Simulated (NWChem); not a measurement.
SiO$_{2}$ anion, doublet; SMILES of the neutral closed-shell parent O=[Si]=O

```xyz
3

O      1.4759     0.0000    -0.2738
Si     0.0000     0.0000     0.2933
O     -1.4759     0.0000    -0.2738
```
Atoms are numbered in this order, from 1.

Results from NWChem. Spin-unrestricted. In the optimisation the excess spin sits in a1 (C2v, its own frame). The geometry was optimised at B3LYP/def2-SVPD, spin-unrestricted. This spin state was assumed; another may lie lower. No stability test was run on the SCF state. Level: PBE/def2-SVPD with SMD (1 M gas to 1 M solution), gas-phase geometry. Reactions with the solvent are ignored.

Problem. Order these by “solvation free energy (kcal/mol)”, lowest first: acetone; 1-octanol; chloroform; water.

Solution. water (-68.9), 1-octanol (-59.6), acetone (-55.3), chloroform (-47.3)
